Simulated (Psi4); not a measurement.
Level of theory: SAPT0/jun-cc-pVDZ, frozen core run with Psi4 1.11.

Psi4 input:

```
molecule {
0 1
F 0.46223909 -0.00000000 0.00000000
H -0.46223909 0.00000000 -0.00000000
--
0 1
F 1.85614104 -1.98535292 -1.37766018
B 1.16467040 -1.06154808 -2.00971667
F 1.76729515 0.01714039 -2.46070524
F -0.12885621 -1.21679375 -2.19263829
units angstrom
symmetry c1
no_reorient
no_com
}
set basis jun-cc-pvdz
set scf_type df
set freeze_core true
energy('sapt0')
```

Part of the output:

```
    SAPT Results
  --------------------------------------------------------------------------------------------------------
    Electrostatics                -13.16584889 [mEh]      -8.26169491 [kcal/mol]     -34.56693149 [kJ/mol]
      Elst10,r                    -13.16584889 [mEh]      -8.26169491 [kcal/mol]     -34.56693149 [kJ/mol]

    Exchange                       13.91303682 [mEh]       8.73056241 [kcal/mol]      36.52867313 [kJ/mol]
      Exch10                       13.91303682 [mEh]       8.73056241 [kcal/mol]      36.52867313 [kJ/mol]
      Exch10(S^2)                  13.84357559 [mEh]       8.68697483 [kcal/mol]      36.34630269 [kJ/mol]

    Induction                      -2.81110745 [mEh]      -1.76399656 [kcal/mol]      -7.38056159 [kJ/mol]
      Ind20,r                      -7.02080116 [mEh]      -4.40561924 [kcal/mol]     -18.43311090 [kJ/mol]
      Exch-Ind20,r                  5.02064353 [mEh]       3.15050138 [kcal/mol]      13.18169776 [kJ/mol]
      delta HF,r (2)               -0.81094982 [mEh]      -0.50887869 [kcal/mol]      -2.12914845 [kJ/mol]

    Dispersion                     -2.34364811 [mEh]      -1.47066139 [kcal/mol]      -6.15324726 [kJ/mol]
      Disp20                       -2.95503421 [mEh]      -1.85431196 [kcal/mol]      -7.75844126 [kJ/mol]
      Exch-Disp20                   0.61138610 [mEh]       0.38365057 [kcal/mol]       1.60519399 [kJ/mol]
      Disp20 (SS)                  -1.47751711 [mEh]      -0.92715598 [kcal/mol]      -3.87922063 [kJ/mol]
      Disp20 (OS)                  -1.47751711 [mEh]      -0.92715598 [kcal/mol]      -3.87922063 [kJ/mol]
      Exch-Disp20 (SS)              0.35594343 [mEh]       0.22335787 [kcal/mol]       0.93452935 [kJ/mol]
      Exch-Disp20 (OS)              0.25544267 [mEh]       0.16029270 [kcal/mol]       0.67066465 [kJ/mol]

  Total HF                         -2.06391952 [mEh]      -1.29512905 [kcal/mol]      -5.41881995 [kJ/mol]
  Total SAPT0                      -4.40756763 [mEh]      -2.76579044 [kcal/mol]     -11.57206721 [kJ/mol]
```
